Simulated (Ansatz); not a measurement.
Stepwise reaction of `[OH][W]([OH])([Cl])([Cl])([Cl])[Cl]` with hydrogen chloride, as a gas-phase model of exchange steps in deposition or etching. ΔE in kJ/mol; ΔG adds harmonic PBE0-D4 terms to CCSD(T)/CBS, at 1 bar.

Computed with Ansatz on PBE0-D4/def2-TZVP structures; ΔE is electronic, products minus reactants. CBS: MP2 limit from def2 TZ/QZ plus the TZ coupled-cluster correction, frozen cores. This one scheme is used for every species. Functionals use def2-TZVPP. B3LYP here is the variant with VWN-RPA as its local correlation; programs differ in this. def2 core potentials past Kr. For W outer-core shells are correlated without core-valence functions, which leaves a few kJ/mol of doubt a bond. One conformer a species, not always the lowest.

```
step                                                                                   reaction  PBE-D4  B3LYP-D4  ωB97M-V  CCSD(T)/CBS  ΔG(400 K)
   2  `[OH][W]([Cl])([Cl])([Cl])([Cl])[Cl]` + HCl → `[Cl][W]([Cl])([Cl])([Cl])([Cl])[Cl]` + H₂O    -2.0       4.5     15.0          4.1       21.8
```

Q: Give the row of step 1, `[OH][W]([OH])([Cl])([Cl])([Cl])[Cl]` + HCl → `[OH][W]([Cl])([Cl])([Cl])([Cl])[Cl]` + H₂O. (Best estimate.)

A: Computed: 
```
step                                                                                   reaction  PBE-D4  B3LYP-D4  ωB97M-V  CCSD(T)/CBS  ΔG(400 K)
   1  `[OH][W]([OH])([Cl])([Cl])([Cl])[Cl]` + HCl → `[OH][W]([Cl])([Cl])([Cl])([Cl])[Cl]` + H₂O    12.6      19.0     26.3         17.6       18.1
```

Q: By hand: ΔE of the 2 steps together at CCSD(T)/CBS.

A: (17.6) + (4.1) = 21.7 kJ/mol, or 10.9 kJ/mol a step.

In ΔE each step is lower than the one before. ΔG lies between 18.1 and 21.8 kJ/mol a step. PBE-D4 differs from CCSD(T)/CBS by -6.1 to -5.0 kJ/mol a step. Isolated molecules leave out the surface, adducts and barriers. Largest T1 diagnostic: 0.024.
